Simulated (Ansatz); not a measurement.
`O=C(S)[NH][GeH3]`, relaxed with RKS PBE0-D4/def2-TZVP in Ansatz 0.2.0 from a PBE-D4/def2-SVP geometry. The force threshold is 0.005 eV/Å; the program also tests the step.

Total charge 0; spin multiplicity 1.

Start:

```xyz
10

O     1.710    0.070    0.040
C     0.736    0.227    0.762
S     0.857    0.694    2.526
N    -0.552    0.072    0.336
Ge   -0.831   -0.414   -1.464
H     2.215    0.726    2.485
H    -1.319    0.223    0.996
H    -0.263    0.687   -2.387
H    -2.375   -0.494   -1.564
H    -0.179   -1.789   -1.729
```

```tsv
step	energy (eV)	largest force (eV/Å)	largest move (Å)
1	-71996.0567	1.261	0.000
2	-71996.0996	0.257	0.025
3	-71996.1040	0.133	0.015
4	-71996.1041	0.084	0.007
5	-71996.1043	0.022	0.005
6	-71996.1043	0.014	0.001
7	-71996.1044	0.002	0.001
```

End:

```xyz
10

O     1.686    0.067    0.045
C     0.724    0.225    0.759
S     0.854    0.686    2.490
N    -0.548    0.071    0.333
Ge   -0.825   -0.410   -1.450
H     2.193    0.720    2.456
H    -1.299    0.219    0.986
H    -0.257    0.684   -2.356
H    -2.355   -0.490   -1.556
H    -0.174   -1.771   -1.707
```

Run time 41 s (4 threads of a server CPU on a shared host); peak host memory 0.64 GiB.
